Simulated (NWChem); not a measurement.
System: Si2H2, singlet; SMILES [Si]=[SiH2]

```xyz
4

Si     0.0000     0.0000     0.9782
Si     0.0000     0.0000    -1.2383
H      0.0000     1.2496     1.8209
H      0.0000    -1.2496     1.8209
```
Atoms are numbered in this order, from 1.

Results from NWChem. Low-valent species are run as closed-shell singlets; no triplet was tried in these runs. Geometry: optimised at PBE-D3(BJ)/def2-SVP. Ions are spin-unrestricted doublets at the neutral geometry; other ion states weren't tried.

Question: Order these by “vertical ionisation energy, ΔSCF (eV)”, lowest first: B3LYP/def2-SVPD; LDA (Slater exchange, VWN5)/def2-SVPD; Hartree-Fock/def2-SVPD.

Answer: Hartree-Fock/def2-SVPD (6.74), B3LYP/def2-SVPD (7.88), LDA (Slater exchange, VWN5)/def2-SVPD (8.11)
